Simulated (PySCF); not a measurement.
# Correlation energy of Tc¹⁵⁺ (technetium, charge +15)

Starting occupation: [Ar] 3d10. Computed with PySCF 2.14 in an even-tempered Gaussian basis (20 s from 0.42 bohr⁻², ratio 2.6; 15 p from 0.55 bohr⁻², ratio 2.6; 10 d from 0.55 bohr⁻², ratio 2.6; 6 f from 0.56 bohr⁻², ratio 2.8), with X2C-1e with screened-nucleus spin-orbit coupling, Gaussian nucleus. Frozen: [Ar]; 10 electrons correlated; the 102 highest virtual spinors left out.

MP2 pair energies summed by pair of shells (mhartree):

```json
{"pair": "3d3/2-3d5/2", "energy": "-187.13", "share (%)": "49.8"}
{"pair": "3d5/2-3d5/2", "energy": "-131.77", "share (%)": "35.1"}
{"pair": "3d3/2-3d3/2", "energy": "-56.68", "share (%)": "15.1"}
```

Total MP2 correlation energy: -375.59 mhartree.

The virtual space was cut to 70 spinors, which keep -369.10 of the -375.59 mhartree of MP2 correlation.

| level | correlation energy (mhartree) |
| --- | --- |
| CCSD | -360.72 |
| (T) | -0.83 |
| CCSD(T) | -361.55 |

Diagnostics: T1 = 0.00020, largest double amplitude 0.010.

Q: Is a single reference adequate?

A: Yes: T1 lies below 0.03 and no double amplitude reaches 0.07.

At this charge the one-electron X2C treatment keeps the bare 1/r₁₂, with no two-electron picture change or Breit term. The effect here is smaller than on the frozen 1s shell.
